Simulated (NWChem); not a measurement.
Species: PbHCl, singlet; SMILES [Cl][PbH]

```xyz
3

Pb     0.0207     0.4219     0.0000
H     -1.8366     0.5625     0.0000
Cl     0.0082    -2.0681     0.0000
```
Atoms are numbered in this order, from 1.

Computed with NWChem. Medium grid unless said otherwise, to which SCAN and Minnesota functionals are sensitive. Low-valent species are run as closed-shell singlets; no triplet was tried in these runs. Structure relaxed at the PBE0/def2-SVP level. def2 effective core potentials on Pb; no spin-orbit coupling. Total energies of different functionals are on different scales.

| level | energy (Ha) | highest occupied level (eV) | orbital gap (eV) | dipole (D) |
|---|---|---|---|---|
| B3LYP/def2-SVP | -653.6382 | -6.75 | 3.57 | 3.53 |
| PBE/def2-SVP | -653.3923 | -5.84 | 2.23 | 3.31 |
| LDA (Slater exchange, PW92)/def2-SVP | -651.7858 | -5.95 | 2.09 | 3.10 |
| BHandHLYP/def2-SVP | -653.4307 | -7.93 | 5.67 | 3.91 |
| KT2/def2-SVP | -658.0002 | ___ | 2.19 | 3.30 |
| BP86/def2-SVP | -653.7508 | -5.97 | 2.23 | 3.30 |
| r2SCAN/def2-SVP | -653.6139 | -6.15 | 2.66 | 3.64 |
| B97-2/def2-SVP | -653.7958 | -6.75 | 3.80 | 3.79 |

Question: Complete the blanks.

Answer: 
- KT2/def2-SVP, highest occupied level (eV): -5.90
